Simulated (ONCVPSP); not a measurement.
**Before and after: ONCV potential for Se**

```
Element                 : Se
Generator               : ONCVPSP 4.0.1
Type                    : optimised norm-conserving Vanderbilt (ONCV)
Functional              : LDA (Perdew-Zunger)
Relativity              : scalar-relativistic
Frozen core             : [Ar] 3d10
Valence charge          : 6
Reference configuration : 4s2 4p4
Partial waves           : 4s: rc 1.25 bohr, ncon 5, nbas 8, qcut 4.3 1/bohr, 2 projectors, debl 3 Ha; 4p: rc 1.70 bohr, ncon 4, nbas 7, qcut 5.7 1/bohr, 2 projectors, debl 2.4 Ha
Local potential         : polynomial inside 0.85 bohr (lpopt 1, dvloc0 0 Ha)
Core correction         : polynomial model core, fcfact 0.5
```

Change: s: debl 3.9.

Cutoffs: the cutoffs (Ha) at which the residual kinetic energy of the hardest occupied pseudo-wave falls to 1 and 0.1 mHa per electron; they do not see the model core or the augmentation charge, which bear on the density cutoff. Errors are all-electron minus pseudo energies relative to the spin-unpolarised reference configuration.

Problem. How do hardness, ghosts and transferability respond?

Solution. The potential gets neither clearly harder nor softer (100 Ha and 114 Ha → 100 Ha and 114 Ha); both files keep a bound ghost (s); the lowest positive-energy flag moves from s at 5.3 eV to p at 170.4 eV; of the 4 tests that both files solve, the error grows in 3 and shrinks in 0 by more than 15 % and 0.3 meV (median size 16.8 → 19.4 meV); the range in which the s phases agree widens (upper end 0.1 → at the end of the scan).

| quantity | base | changed |
| --- | --- | --- |
| cutoff, loose | 100 Ha | 100 Ha |
| cutoff, tight | 114 Ha | 114 Ha |
| bound ghosts | s | s |
| GHOST(+) flags under 300 eV | s at 5.3 eV, p at 170.4 eV | p at 170.4 eV |
| error for 4s2 4p3, meV [ΔE 11.01 eV] | -3.1 | -3.9 |
| error for 4s2 4p2, meV [ΔE 31.57 eV] | -15 | -21 |
| error for 4s2 4p1, meV [ΔE 62.72 eV] | -49 | -67 |
| error for 4s1 4p4, meV [ΔE 22.59 eV] | -18 | -18 |
| s: phases at 1.27 bohr within 0.05 rad from the reference energy up to (Ha; the scan ends near 5) | 0.1 | to the end of the scan |
| p: phases at 1.72 bohr within 0.05 rad from the reference energy up to (Ha; the scan ends near 5) | 4.5 | 4.5 |
| rms error of d²Exc/dni dnj with the model core, mHa | 0.30 | 0.31 |

 A true bound ghost makes a file unfit for plane-wave use even where its test errors are small: the radial tests pick states by their node count and pass the ghost by.
